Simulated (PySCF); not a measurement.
# Core-level binding energies of `[SiH3][O][GeH2][Br]`

BrGeH₅OSi.
SMILES with atom numbers: `[SiH3:1][O:2][GeH2:3][Br:4]`

Computed, not measured: PySCF 2.14.0, delta-SCF UKS SCAN, pcX-2 on the ionised atom, pcseg-1 elsewhere, spin-free X2C. Binding energies are ΔSCF values: E(core-ionised, relaxed orbitals) − E(ground state) at a fixed geometry, referred to the vacuum level.

Question: What binding energy does each computed site have?

Answer: 
| atom(s) | environment | level | binding energy (eV) | 2p1/2 (eV) | count |
| --- | --- | --- | --- | --- | --- |
| Si1 | oxygen-bound silicon | Si 2p3/2 | 107.49 | 108.11 | 1 |
| Si1 | oxygen-bound silicon | Si 1s | 1847.40 | – | 1 |
| O2 | oxygen bonded to Ge and Si | O 1s | 537.71 | – | 1 |

Question: Which effective nuclear charge Zeff reproduces each element's mean 1s value in the hydrogen-like formula E = 13.606 eV × Zeff²?

Answer: O (Z = 8): mean 537.7 eV, Zeff = 6.29, Z − Zeff = 1.71; Si (Z = 14): mean 1847.4 eV, Zeff = 11.65, Z − Zeff = 2.35. Means run over the listed sites, weighted by atom count.

The 2p values aren't plain energy differences: one relaxed spin-free 2p hole is combined with a matrix within the shell (ground-state 2p orbital-energy differences and spin–orbit coupling). 2p3/2, the mean of its two sublevels, lies a third of the splitting below the shell's mean and 2p1/2 two thirds above it; the statistical areas are 2:1. 2p1/2 minus 2p3/2 (ligand field included): Si 0.63 eV. No level of bromine or germanium is listed. One conformer (not necessarily the lowest) at the PBE0-D3(BJ)/def2-SVP geometry, without solvent, vibrations or thermal averaging.

Shape of the structure used: `[SiH3:1][O:2][GeH2:3][Br:4]`: Si1–O2–Ge3–Br4 -35°.
